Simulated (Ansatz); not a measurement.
The same path of BF2H + H3P (8 atoms, charge 0, multiplicity 1) was run twice with different band settings. Lost on the way: B1–H2, P5–H8. Made: B1–P5, H2–H8.

These are results of RHF/def2-TZVP in Ansatz, not measurements.

Relaxed end points:

```xyz
8
Properties=species:S:1:pos:R:3
B -0.036 0.895 -0.258
H -0.074 1.399 0.812
F 1.098 0.673 -0.854
F -1.126 0.550 -0.876
P 0.278 -3.517 1.195
H -0.600 -3.028 0.212
H 1.413 -2.838 0.715
H -0.055 -2.556 2.166
```

```xyz
8
Properties=species:S:1:pos:R:3
B 0.124 -0.821 -0.499
H -0.225 1.105 2.706
F 1.147 -0.012 -0.525
F -1.011 -0.356 -0.943
P 0.258 -2.589 0.278
H -0.556 -3.259 -0.648
H 1.500 -2.937 -0.275
H -0.340 0.448 3.018
```

Common settings: spring 5.0 eV/Å²; optimiser quadratic models (default); start path through a guess of the saddle point; force threshold 0.03 eV/Å; iteration limit 60; end points relaxed.

| run | movable images | climbing image |
| --- | --- | --- |
| 1 | 5 | yes |
| 2 | 4 | no |

(1) What does each run give, and how far can it be trusted?

Results:

(1) Run 1: converged after 31 iterations, highest image 3.402 eV above the first end. Neighbouring images differ by up to 3.0 eV, so the band resolves the path poorly. A vibrational analysis at the climbing image gives one clearly imaginary mode, 1931i cm⁻¹: a first-order saddle point.
Run 2: converged after 22 iterations, highest image 1.073 eV above the first end. No image climbed, so the highest image needn't sit at the top of the path. A band with more images between the same ends climbed to 3.40 eV, so this one has probably stepped over the top.
The orbitals stay closed-shell, which can raise the energy where a bond breaks towards radicals; this wasn't checked here.
